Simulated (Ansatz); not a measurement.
Ansatz results at the PBE0-D4/def2-TZVP geometry: HOMO energy (ωB97M-V/def2-TZVPP) -8.67 eV; LUMO energy (B3LYP/def2-TZVPP) -0.69 eV; HOMO energy (B3LYP/def2-TZVPP) -6.28 eV.

Q: Which molecule gave them?
A. `C1N[SiH2][Se]1`
B. `[SiH3]/N=C\[SeH]`
C. `N[SiH2][SiH2]Cl`
D. `OB(S)[SiH2][SiH3]`

A: A. The others give `[SiH3]/N=C\[SeH]`: -9.32, -1.20, -6.94; `N[SiH2][SiH2]Cl`: -9.67, -0.88, -7.24; `OB(S)[SiH2][SiH3]`: -9.75, -1.15, -7.53.

B3LYP here is the variant with VWN-RPA as its local correlation; programs differ in this.
